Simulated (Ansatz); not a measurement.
A nudged elastic band was laid between two geometries of C2H8B2Si (13 atoms, charge 0, multiplicity 1).

Method: Ansatz 0.2.0, RKS r2SCAN-D4/def2-SVP.

| Property | Result |
| --- | --- |
| movable images | 8 |
| climbing image | no |
| spring | 5.0 eV/Å² |
| optimiser | quadratic models (default) |
| start path | IDPP |
| force threshold | 0.05 eV/Å |
| iteration limit | 51 |
| end points | relaxed |

First end point:

```xyz
13
Properties=species:S:1:pos:R:3
Si -2.188 -0.122 0.664
B -0.538 1.042 0.800
B 0.686 0.412 0.017
C 1.440 0.090 -1.327
C 1.852 -0.640 -0.094
H -1.986 -1.368 -0.143
H -2.642 -0.542 2.030
H -3.306 0.648 0.026
H -0.620 2.064 1.436
H 2.087 0.882 -1.721
H 0.865 -0.439 -2.096
H 2.793 -0.367 0.397
H 1.578 -1.694 0.024
```

Last end point:

```xyz
13
Properties=species:S:1:pos:R:3
Si -2.184 -0.126 0.675
B -0.536 1.041 0.804
B 0.687 0.413 0.016
C 1.855 -0.635 -0.103
C 1.430 0.091 -1.334
H -1.981 -1.375 -0.128
H -2.633 -0.542 2.044
H -3.307 0.636 0.037
H -0.620 2.065 1.436
H 1.587 -1.690 0.021
H 2.800 -0.357 0.379
H 0.850 -0.441 -2.097
H 2.072 0.884 -1.734
```

(1) Which bonds break or form, and what moves?

(2) Give the energies along the band, and the barrier.

(3) What is the geometry of the highest image?

The band took 12 iterations and about 13 core-minutes.

Answers

(1) No bond is made or broken.  The two ends are copies of one structure, up to a mirror image or an exchange of like atoms.

(2) The run converged. The highest image is number 5 of 0 to 9, 83.5 kJ/mol above the ends, which have the same energy within 2 meV. No image climbed, so the highest image needn't sit at the top of the path.

```json
{"image": "0", "path coordinate (Å)": "0.00", "energy (kJ/mol)": "0.0"}
{"image": "1", "path coordinate (Å)": "1.05", "energy (kJ/mol)": "2.4"}
{"image": "2", "path coordinate (Å)": "2.10", "energy (kJ/mol)": "12.3"}
{"image": "3", "path coordinate (Å)": "3.15", "energy (kJ/mol)": "37.3"}
{"image": "4", "path coordinate (Å)": "4.20", "energy (kJ/mol)": "82.3"}
{"image": "5", "path coordinate (Å)": "5.25", "energy (kJ/mol)": "83.5"}
{"image": "6", "path coordinate (Å)": "6.31", "energy (kJ/mol)": "38.6"}
{"image": "7", "path coordinate (Å)": "7.36", "energy (kJ/mol)": "12.9"}
{"image": "8", "path coordinate (Å)": "8.41", "energy (kJ/mol)": "2.5"}
{"image": "9", "path coordinate (Å)": "9.46", "energy (kJ/mol)": "0.0"}
```

(3) 
```xyz
13
Properties=species:S:1:pos:R:3
Si -1.856 -0.297 1.740
B -0.777 0.846 0.476
B 0.510 0.325 -0.470
C 1.726 0.599 -1.390
C 1.328 -0.835 -1.095
H -1.517 -1.755 1.716
H -1.868 0.176 3.158
H -3.272 -0.176 1.235
H -1.253 1.943 0.290
H 2.687 1.031 -1.099
H 1.378 0.967 -2.371
H 1.942 -1.320 -0.315
H 0.992 -1.538 -1.860
```

The run took 6.8 min on 2 threads of Arm Neoverse V1 (shared host), peak memory 0.17 GiB.
